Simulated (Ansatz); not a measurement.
`[CH3][SnH]([SiH3])[Cl]` + `[OH][Sc]([F])[Cl]` → `[F][Sc]([Cl])[O][SiH3]` + `[CH3][SnH2][Cl]`  (cleavage of the Si–Sn bond)

Isolated molecules relaxed with PBE0-D4/def2-TZVP in Ansatz; ΔE leaves out vibrations. CCSD(T)/CBS adds triple-zeta CCSD(T) − MP2 to the extrapolated MP2 energy (def2 sets, frozen cores). DFT in def2-TZVPP. B3LYP here is the variant with VWN-RPA as its local correlation; programs differ in this. HSE06 is defined as in plane-wave codes. def2 core potentials past Kr. For Sc, Sn outer-core shells are correlated without core-valence functions, which leaves a few kJ/mol of doubt a bond. Scalar relativity is left out up to krypton. Each species was taken in one conformer, which may not be the lowest.

| level | ΔE (kJ/mol) | difference from CCSD(T)/CBS |
| --- | --- | --- |
| revPBE-D4 | -58.4 | 19.5 |
| BLYP-D4 | -70.7 | 7.2 |
| r2SCAN-D4 | -74.0 | 3.9 |
| B97M-V | -86.6 | -8.7 |
| PBE0-D4 | -63.4 | 14.5 |
| B3LYP-D4 | -75.6 | 2.3 |
| r2SCANh-D4 | -74.6 | 3.3 |
| r2SCAN0-D4 | -75.8 | 2.1 |
| HSE06-D4 | -63.2 | 14.7 |
| CAM-B3LYP-D4 | -82.9 | -5.0 |
| ωB97X-V | -77.3 | 0.6 |
| ωB97M-V | -77.5 | 0.4 |
| B2PLYP | -82.0 | -4.1 |
| PBE-QIDH | -75.6 | 2.3 |
| PBE | -58.3 | 19.6 |
| revPBE | -58.7 | 19.2 |
| BLYP | -74.1 | 3.8 |
| r2SCAN | -74.5 | 3.4 |
| PBE0 | -65.4 | 12.5 |
| B3LYP | -79.0 | -1.1 |
| r2SCANh | -75.3 | 2.6 |
| r2SCAN0 | -76.6 | 1.3 |
| HSE06 | -65.3 | 12.6 |
| BHLYP | -89.4 | -11.5 |
| CAM-B3LYP | -85.2 | -7.3 |
| LC-ωPBE | -73.9 | 4.0 |
| RPA@PBE/def2-TZVPP | -83.5 | -5.6 |
| HF/def2-SVP | -97.4 | -19.5 |
| MP2/def2-SVP | -84.7 | -6.8 |
| CCSD/def2-SVP | -82.3 | -4.4 |
| CCSD(T)/def2-SVP | -80.6 | -2.7 |
| HF/def2-TZVPP | -105.4 | -27.5 |
| MP2/def2-TZVPP | -81.0 | -3.1 |
| SCS-MP2/def2-TZVPP | -87.9 | -10.0 |
| CCSD/def2-TZVPP | -84.0 | -6.1 |
| HF/def2-QZVPP | -108.3 | -30.4 |
| MP2/def2-QZVPP | -80.2 | -2.3 |
| HF/CBS(def2) | -108.7 | -30.8 |
| MP2/CBS(def2) | -77.9 | 0.0 |
| CCSD/CBS(def2) | -80.9 | -3.0 |
| CCSD(T)/CBS | -77.9 | 0 |

Largest T1 diagnostic among the species: 0.016.

From PBE to PBE0 (25 % exact exchange), in def2-TZVPP and without D4, ΔE moves by −7.2 kJ/mol. The D4 term adds +3.4 kJ/mol with B3LYP and +2.1 kJ/mol with PBE0; it sums over pairs of atoms, weighted by their polarisabilities, and B3LYP, whose exchange is more repulsive, gets the larger term. In def2-TZVPP, CCSD(T) changes the Hartree–Fock value by +24.4 kJ/mol (the triples alone add +3.0 kJ/mol) and MP2 by +24.4 kJ/mol.
